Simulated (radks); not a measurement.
Yb XXXI, 40 electrons, occupied as [Kr] 4d4.

All-electron calculation, non-relativistic Kohn-Sham, LDA (Slater exchange, Perdew-Wang correlation), spin-unpolarised, spherical densities, point nucleus; relativity is left out, which matters for an element this heavy. Program: a radial shooting solver on a logarithmic mesh with Libxc functionals.

Energy parts (eV):
total: -351709.28
kinetic: 351612.53
electron-nucleus: -789487.31
Hartree: 92353.29
exchange-correlation: -6187.79

Orbitals (lengths in bohr, moments of r in powers of bohr; r(90%) holds 90 % of the orbital's charge):
orbital,occ.,eigenvalue (eV),<r^4>,<r^2>,r(90%)
1s,2,-57832.54,9.922e-07,0.0006273,0.0385
2s,2,-10324.57,0.0001636,0.009869,0.141
2p,6,-9921.696,0.0001034,0.007310,0.125
3s,2,-3156.160,0.005603,0.06152,0.339
3p,6,-2974.130,0.005012,0.05699,0.330
3d,10,-2636.547,0.003426,0.04451,0.302
4s,2,-1362.231,0.08987,0.2545,0.673
4p,6,-1284.820,0.09195,0.2554,0.678
4d,4,-1146.495,0.09238,0.2511,0.683

The highest occupied level is 4d at -1146.5 eV. The density falls to 0.001 e/bohr^3 at r = 1.23 bohr. The electron density at the nucleus is 2.448e+05 e/bohr^3. Summed over all electrons, <r^2> = 4.021 bohr^2, which gives a Langevin (diamagnetic) susceptibility term of -3.18 x 10^-6 cm^3/mol.
